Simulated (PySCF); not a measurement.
A structure optimised at B3LYP-D3(BJ)/def2-SVP, used in a PySCF frequency run:

```
Si
H 1 1.4908
H 1 1.4927 2 108.94
C 1 1.9245 2 108.34 3 -115.87
H 4 1.1025 1 109.29 2 54.18
H 4 1.1027 5 107.32 1 -117.76
C 4 1.4536 5 109.93 6 -119.04
N 7 1.1598 6 151.19 4 -173.92
Si 1 2.3506 2 111.29 3 123.36
H 9 1.4893 1 110.06 2 53.27
H 9 1.4922 10 109.62 1 120.72
H 9 1.4930 10 109.46 11 119.52
```

**Question.** Write its SMILES and formula.

**Answer.** N#CC[SiH2][SiH3], C2H7NSi2

**Question.** What are its rotational constants (standard atomic weights)?

**Answer.** 4.1816, 1.8431, 1.3918 GHz
